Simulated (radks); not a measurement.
Li III, 1 electrons, occupied as 1s1 (the NIST ground configuration).

Calculated with a radial shooting solver on a logarithmic mesh with Libxc functionals: non-relativistic Kohn-Sham, r2SCAN, spin-polarised, spherical densities, point nucleus; open shells are filled with parallel spins first; meta-GGA in the generalised Kohn-Sham scheme.

Energy parts (eV):
total: -122.456
kinetic: 122.456
electron-nucleus: -244.902
Hartree: 25.456
exchange-correlation: -25.465

Orbitals (lengths in bohr, moments of r in powers of bohr; r(max) is where P^2 peaks; r(90%) holds 90 % of the orbital's charge):
orbital  occ.  eigenvalue (eV)  r(max)  r(90%)
1s up       1        -105.6132  0.3319   0.892

The highest occupied level is 1s up at -105.61 eV. The electron density at the nucleus is 8.661 e/bohr^3. Spin moment in Bohr magnetons: 1.
